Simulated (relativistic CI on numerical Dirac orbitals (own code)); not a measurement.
What each ingredient does to the levels of Lu⁴⁵⁺

Base calculation: Dirac-Coulomb-Breit CI, separate exchange-only KLI orbitals for each configuration, model QED (radiative potential, 1s self-energy scaled to tabulated hydrogen-like ionisation energies), unscaled Slater integrals.

CI space (outside the closed core [Ne]): 3s²3p⁶3d⁸, 3s²3p⁵3d⁹, 3s²3p⁴3d¹⁰, 3s3p⁶3d⁹, 3p⁶3d¹⁰, 3s3p⁵3d¹⁰, 3s²3p⁶3d⁷4s, 3s²3p⁶3d⁷4p, 3s²3p⁴3d⁹4s, 3s²3p⁶3d⁷4d, 3s²3p⁴3d⁹4p, 3s²3p⁵3d⁸4s, 3s²3p⁶3d⁷4f, 3s²3p⁴3d⁹4d, 3s3p⁵3d⁹4s, 3s²3p⁵3d⁸4p, 3s3p⁵3d⁹4p, 3s²3p⁶3d⁶4s², 3s²3p⁵3d⁸4d, 3s3p⁵3d⁹4d, 3s3p⁶3d⁸4s, 3p⁶3d⁹4s, 3s²3p⁶3d⁶4s4p, 3s²3p⁵3d⁸4f, 3s²3p⁶3d⁷5s, 3p⁶3d⁹4p, 3s3p⁶3d⁸4p, 3s²3p⁶3d⁶4p², 3s²3p⁶3d⁶4s4d, 3s²3p⁶3d⁷5p, 3s²3p⁵3d⁷4s², 3s²3p⁶3d⁷5d, 3p⁶3d⁹4d, 3s²3p⁶3d⁶4p4d, 3s3p⁶3d⁸4d, 3s²3p⁶3d⁷5f. Levels of other configurations are missing.

Variants: (1) non-relativistic limit; (2) one mean potential for all configurations. Shifts of the energy above 3s²3p⁶3d⁸ ³F4, in eV, for the lowest level and the first level of each name with at least 55 % of one term (blank where a level changes its place among those of its configuration and J or its character, or is not in the variant):

```csv
Level,Base,Δ(1),Δ(2)
3s²3p⁶3d⁸ ³F4,0.00,0.00,0.00
3s²3p⁶3d⁸ ³F3,52.96,-52.96,+0.01
3s²3p⁶3d⁸ ³P1,66.93,-54.02,+0.01
3s²3p⁶3d⁸ ¹G4,67.38,-49.62,+0.01
3s²3p⁶3d⁸ ³F2,112.66,,+0.02
3s²3p⁵3d⁹ ³F°4,395.99,-66.08,-0.13
3s²3p⁵3d⁹ ³D°3,419.82,,-0.13
3s²3p⁵3d⁹ ³D°2,463.75,,-0.13
3s²3p⁵3d⁹ ³P°0,470.45,-122.95,-0.13
3s²3p⁵3d⁹ ³F°3,472.96,,-0.13
3s²3p⁵3d⁹ ³F°2,706.23,,-0.13
3s²3p⁴3d¹⁰ ³P2,818.83,-136.34,-0.13
3s²3p⁴3d¹⁰ ¹S0,841.58,,-0.12
3s3p⁶3d⁹ ³D3,882.15,-349.94,-0.03
3s3p⁶3d⁹ ³D2,893.24,-361.04,-0.03
3s3p⁶3d⁹ ³D1,937.81,-405.61,-0.04
3s²3p⁴3d¹⁰ ³P1,1072.96,-390.47,-0.18
3s²3p⁴3d¹⁰ ¹D2,1087.89,-384.12,-0.17
3s3p⁵3d¹⁰ ³P°2,1281.02,-418.07,-0.03
3s3p⁵3d¹⁰ ¹P°1,1314.12,,-0.01
3s²3p⁴3d¹⁰ ³P0,1339.60,,-0.22
3s²3p⁶3d⁷4s ⁵F5,1485.64,+140.38,+0.58
```

At this charge energies of transitions that change n are usually good to better than 1 %, and those within a shell (Δn = 0) to a few per cent.

Ionisation energy from the two ground configurations alone: base 3828.83 eV. The NIST ASD value (theoretical) is 3828 eV.

LS names give the leading component of a level, which can be under half, so a name can repeat, a term be missing and a line seem to break the LS rules.
